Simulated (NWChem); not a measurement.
System: CH$_{4}$GeOS, singlet; SMILES [O]([Ge][SH])C

Input file for NWChem:

```
start job
memory heap 200 mb stack 900 mb global 1100 mb
geometry units angstroms noautoz
  Ge     0.578714    -0.011309     0.011069
  O     -0.860443    -1.119872     0.001519
  C     -0.698082    -2.524318     0.005219
  H     -1.187328    -2.961222     0.903833
  H     -1.186466    -2.965227    -0.891973
  H      0.370565    -2.850298     0.006554
  S     -0.699526     1.866187     0.002005
  H      0.406745     2.663361     0.008389
end
basis spherical
  * library def2-svp
end
dft
  xc b3lyp
  iterations 150
  mulliken
end
task dft energy
```

NWChem printed, in part:

```
             Northwest Computational Chemistry Package (NWChem) 7.3.0
             --------------------------------------------------------

 C1  symmetry detected

                             Geometry "geometry" -> ""
                             -------------------------

 Output coordinates in angstroms (scale by  1.889725989 to convert to a.u.)

  No.       Tag          Charge          X              Y              Z
 ---- ---------------- ---------- -------------- -------------- --------------
    1 Ge                  32.0000     0.65964622     0.00534833    -0.00005965
    2 O                    8.0000    -0.76985806    -1.11567462    -0.00109610
    3 C                    6.0000    -0.59528247    -2.51865838     0.00071445
    4 H                    1.0000    -1.07496397    -2.96029359     0.90216765
    5 H                    1.0000    -1.08553950    -2.96329994    -0.89360936
    6 H                    1.0000     0.47614271    -2.83533949    -0.00497009
    7 S                   16.0000    -0.63488714     1.87166937     0.00017625
    8 H                    1.0000     0.46443530     2.67842386    -0.00001743

 Effective nuclear repulsion energy (a.u.)     332.7114953324

                                 NWChem DFT Module
                                 -----------------

 Summary of "ao basis" -> "ao basis" (spherical)
 ------------------------------------------------------------------------------
       Tag                 Description            Shells   Functions and Types
 ---------------- ------------------------------  ------  ---------------------
 Ge                         def2-svp                12       32   5s4p3d
 O                          def2-svp                 6       14   3s2p1d
 C                          def2-svp                 6       14   3s2p1d
 H                          def2-svp                 3        5   2s1p
 S                          def2-svp                 8       18   4s3p1d

            General Information
            -------------------
          SCF calculation type: DFT
          Wavefunction type:  closed shell.
          No. of atoms     :     8
          No. of electrons :    66
           Alpha electrons :    33
            Beta electrons :    33
          Charge           :     0
          Spin multiplicity:     1
          Use of symmetry is: off; symmetry adaption is: off
          Maximum number of iterations: 150
          AO basis - number of functions:    98
                     number of shells:    44
          Convergence on energy requested:  1.00D-06
          Convergence on density requested:  1.00D-05
          Convergence on gradient requested:  5.00D-04

              XC Information
              --------------
                         B3LYP Method XC Potential
                     Hartree-Fock (Exact) Exchange  0.200
                        Slater Exchange Functional  0.800 local
                    Becke 1988 Exchange Functional  0.720 non-local
              Lee-Yang-Parr Correlation Functional  0.810
                  VWN I RPA Correlation Functional  0.190 local

             Grid Information
             ----------------
          Grid used for XC integration:  medium
          Radial quadrature: Mura-Knowles
          Angular quadrature: Lebedev.
          Tag              B.-S. Rad. Rad. Pts. Rad. Cut. Ang. Pts.
          ---              ---------- --------- --------- ---------
          Ge                  1.25      112          10.0       590
          O                   0.60       49          11.0       434
          C                   0.70       49          13.0       434
          H                   0.35       45          13.0       434
          S                   1.00       88          12.0       590
          Grid pruning is: on
          Number of quadrature shells:   478
          Spatial weights used:  Erf1

      Superposition of Atomic Density Guess
      -------------------------------------

 Sum of atomic energies:       -2586.70388925

      Non-variational initial energy
      ------------------------------

 Total energy =   -2587.827583
 1-e energy   =   -4263.173161
 2-e energy   =    1342.634082
 HOMO         =      -0.262442
 LUMO         =      -0.030330

     ---------------------------------------------
      Total Density - Mulliken Population Analysis
     ---------------------------------------------

    Atom       Charge   Shell Charges
 -----------   ------   -------------------------------------------------------
    1 Ge  32    31.06   2.00  2.00  2.00  1.32  0.56  6.00  5.98  0.59  0.52  8.15  1.80  0.15
    2 O    8     8.91   1.99  1.11  0.72  3.05  2.04  0.01
    3 C    6     5.88   1.99  0.92  0.23  1.83  0.87  0.05
    4 H    1     0.93   0.69  0.22  0.02
    5 H    1     0.93   0.69  0.22  0.02
    6 H    1     0.93   0.68  0.23  0.02
    7 S   16    16.56   2.00  1.99  1.21  0.65  5.94  1.82  2.92  0.02
    8 H    1     0.79   0.57  0.19  0.03

   convergence    iter        energy       DeltaE   RMS-Dens  Diis-err
 ---------------- ----- ----------------- --------- --------- ---------
 d= 0,ls=0.0,diis     1  -2590.4632182840 -2.92D+03  1.79D-02  7.06D-01
 d= 0,ls=0.0,diis     2  -2590.1936300301  2.70D-01  1.16D-02  3.16D+00
 d= 0,ls=0.0,diis     3  -2590.5474891633 -3.54D-01  3.23D-03  1.06D-01
 d= 0,ls=0.0,diis     4  -2590.5555710416 -8.08D-03  1.82D-03  2.08D-02
 d= 0,ls=0.0,diis     5  -2590.5586949790 -3.12D-03  4.85D-04  2.59D-03
  Resetting Diis
 d= 0,ls=0.0,diis     6  -2590.5590543126 -3.59D-04  7.21D-05  6.22D-05
 d= 0,ls=0.0,diis     7  -2590.5590592657 -4.95D-06  3.94D-05  4.26D-06
 d= 0,ls=0.0,diis     8  -2590.5590588990  3.67D-07  2.23D-05  7.73D-06
 d= 0,ls=0.0,diis     9  -2590.5590598685 -9.69D-07  4.38D-06  4.68D-07

         Total DFT energy =    -2590.559059868451
      One electron energy =    -4265.015231135814
           Coulomb energy =     1462.016667683851
    Exchange-Corr. energy =     -120.271991748901
 Nuclear repulsion energy =      332.711495332413

 Numeric. integr. density =       65.999999798199

                       DFT Final Molecular Orbital Analysis
                       ------------------------------------

 Vector   31  Occ=2.000000D+00  E=-2.999956D-01
              MO Center= -5.8D-01, -9.4D-01,  9.7D-04, r^2= 3.3D+00
   Bfn.  Coefficient  Atom+Function         Bfn.  Coefficient  Atom+Function
  ----- ------------  ---------------      ----- ------------  ---------------
    38      0.452098  2 O  pz                41      0.339561  2 O  pz
    88      0.214410  7 S  pz                52     -0.197489  3 C  pz
    61     -0.193582  4 H  s                 66      0.192092  5 H  s
    17      0.189273  1 Ge pz                14      0.181045  1 Ge pz
    85      0.161728  7 S  pz                62     -0.121051  4 H  s

 Vector   32  Occ=2.000000D+00  E=-2.574740D-01
              MO Center= -6.0D-01,  1.1D+00,  4.4D-04, r^2= 3.3D+00
   Bfn.  Coefficient  Atom+Function         Bfn.  Coefficient  Atom+Function
  ----- ------------  ---------------      ----- ------------  ---------------
    88      0.569971  7 S  pz                85      0.398767  7 S  pz
    38     -0.277285  2 O  pz                82      0.228019  7 S  pz
    41     -0.216347  2 O  pz                61      0.093277  4 H  s
    66     -0.092617  5 H  s                 52      0.078094  3 C  pz
    17      0.073632  1 Ge pz                62      0.072296  4 H  s

 Vector   33  Occ=2.000000D+00  E=-2.491445D-01
              MO Center=  2.4D-01,  2.6D-01, -3.6D-04, r^2= 4.0D+00
   Bfn.  Coefficient  Atom+Function         Bfn.  Coefficient  Atom+Function
  ----- ------------  ---------------      ----- ------------  ---------------
     4      0.339543  1 Ge s                  5      0.333834  1 Ge s
    36     -0.305698  2 O  px                12      0.280164  1 Ge px
    87      0.279477  7 S  py                86     -0.275034  7 S  px
    39     -0.245831  2 O  px                 3     -0.210866  1 Ge s
    84      0.206317  7 S  py                83     -0.192375  7 S  px

 Vector   34  Occ=0.000000D+00  E=-7.623223D-02
              MO Center=  5.0D-01,  1.0D-01,  3.0D-04, r^2= 3.3D+00
   Bfn.  Coefficient  Atom+Function         Bfn.  Coefficient  Atom+Function
  ----- ------------  ---------------      ----- ------------  ---------------
    17      0.659211  1 Ge pz                14      0.448420  1 Ge pz
    88     -0.314060  7 S  pz                11     -0.244583  1 Ge pz
    38     -0.226277  2 O  pz                41     -0.216479  2 O  pz
    85     -0.167298  7 S  pz                82     -0.095269  7 S  pz
     8      0.079011  1 Ge pz                62      0.060725  4 H  s

 Vector   35  Occ=0.000000D+00  E= 3.570038D-04
              MO Center=  6.6D-01, -2.0D-01, -4.2D-04, r^2= 4.6D+00
   Bfn.  Coefficient  Atom+Function         Bfn.  Coefficient  Atom+Function
  ----- ------------  ---------------      ----- ------------  ---------------
    16      0.943899  1 Ge py                49      0.640464  3 C  s
    72     -0.411346  6 H  s                 87      0.348396  7 S  py
    13      0.344932  1 Ge py                35      0.323122  2 O  s
    79     -0.302693  7 S  s                 86     -0.298220  7 S  px
    53      0.201500  3 C  px                10     -0.192597  1 Ge py

 Vector   36  Occ=0.000000D+00  E= 3.309608D-02
              MO Center=  2.2D-01,  2.3D+00,  1.0D-05, r^2= 3.0D+00
   Bfn.  Coefficient  Atom+Function         Bfn.  Coefficient  Atom+Function
  ----- ------------  ---------------      ----- ------------  ---------------
    95      1.262817  8 H  s                 79     -0.806830  7 S  s
    86     -0.704297  7 S  px                87     -0.554148  7 S  py
     4     -0.351535  1 Ge s                  5      0.352497  1 Ge s
    94      0.288187  8 H  s                 84     -0.198184  7 S  py
    83     -0.191666  7 S  px                78     -0.164771  7 S  s

[...]
```

Level: B3LYP/def2-SVP. Low-valent species are run as closed-shell singlets; no triplet was tried in these runs. Coordinates come from a PBE-D3(BJ)/def2-SVP optimisation. B3LYP is NWChem's, with the RPA form of VWN correlation.
